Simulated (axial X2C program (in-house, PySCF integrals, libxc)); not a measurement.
## How long does CaSe⁺ take?

A bond scan computed with an axial X2C code built on PySCF integrals. Basis: Se dyall-cv3z [8s9p6d4f1g], Ca dyall-cv3z [11s12p6d4f] (cores contracted in-house).

Input file and command:
```json
{
 "zs": [
  34,
  20
 ],
 "q": 1,
 "bas": [
  "dyall-cv3z",
  "dyall-cv3z"
 ],
 "levels": [
  "PBE0",
  "HF",
  "BLYP"
 ],
 "cc": true,
 "r0": 2.54,
 "thr": -2.0,
 "nmax": 90,
 "npts": 10,
 "nst": 2,
 "ntry": 6
}
```
```bash
python so2c.py task.json out
```

Keys: zs atomic numbers; q charge; bas basis sets; levels methods; cc coupled cluster on or off; r0 starting distance in Å; thr threshold in hartree for freezing inner shells (an s shell follows its p shell); nmax most natural virtual spinors; npts points on the curve; nst determinants followed; ntry starts of the search. HF also brings MP2.

Hardware: 1 thread of Arm Neoverse V1 (shared host).

Wall time of one point of each curve, integrals apart:

```
Hamiltonian                                level  points  seconds a point
  spin-free                                 PBE0      10             0.54
  spin-free                                   HF      10             0.33
  spin-free  CCSD(T) (15 electrons, 90 virtuals)       7              6.8
  spin-free                                 BLYP      10             0.32
         2c                                 PBE0      10             0.75
         2c                                   HF      10             0.59
         2c  CCSD(T) (15 electrons, 90 virtuals)       7              7.3
         2c                                 BLYP      10             0.35
```

The rest:

Search with its distance optimisation 16 s, atoms 15 s, whole task 170 s. Coupled cluster runs on the points near the minimum only. The program drops outer points, and coupled cluster, when its time limit (not in the input) nears; MP2, further determinants and curves that did not converge are not in the table.
